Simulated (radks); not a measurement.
Values are calculated unless marked as measured or tabulated.
Question: Species: Cs41+. Configuration: [Ne] 3s2 3p2. Code: a radial shooting solver on a logarithmic mesh with Libxc functionals. Model: scalar-relativistic Kohn-Sham, SCAN, spin-polarised, spherical densities, finite nucleus; open shells are filled with parallel spins first (spin-orbit coupling, left out, can overturn this in heavy ions); meta-GGA in the generalised Kohn-Sham scheme; Fermi nuclear charge, rms radius 4.8041 fm. Some entries of the table are withheld. Estimate them.

orbital  occ.  eigenvalue (Ry)  r(max) (bohr)  <r> (bohr)
1s up       1        -2825.481        0.01678     0.02610
1s down     1        -2825.015        0.01678     0.02610
2s up       1        -595.3110            (1)      0.1104
2s down     1        -595.0028            (2)      0.1104
2p up       3        -554.3330        0.07553     0.09652
2p down     3        -553.8390        0.07559     0.09651
3s up       1        -235.8467         0.2540      0.2679
3s down     1        -233.9600         0.2544      0.2685
3p up       2        -222.8561         0.2448      0.2600

Answer: 
(1) 2s up r(max) (bohr): 0.09414
(2) 2s down r(max) (bohr): 0.09419
